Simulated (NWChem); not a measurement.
System: BeBr$_{2}$; SMILES [Br][Be][Br]

Input file for NWChem:

```
start job
memory heap 200 mb stack 900 mb global 1100 mb
geometry units angstroms noautosym nocenter noautoz
  Be    -0.000004     0.000005    -0.000004
  Br     1.437488     0.320898    -1.282333
  Br    -1.437491    -0.320893     1.282328
end
basis spherical
  Be library def2-svp
  Br library def2-svp
end
dft
  xc pbe0
  iterations 150
end
property
  efieldgrad
end
task dft property
```

Geometry: optimised at PBE0/def2-SVP.

Vzz is the largest principal value of the second derivative of the potential at the nucleus (NWChem prints the opposite sign); η is the asymmetry. Non-relativistic.

Atoms are numbered as in the input.

Task: Predict the main results of this run. (PBE0/def2-SVP.) Quantities: Vzz Be1 (a.u.); η Be1; Vzz Br3 (a.u.); η Br3.

Result: 
```json
{
  "Vzz Be1 (a.u.)": "-0.116",
  "η Be1": "0.00",
  "Vzz Br3 (a.u.)": "2.197",
  "η Br3": "0.00"
}
```
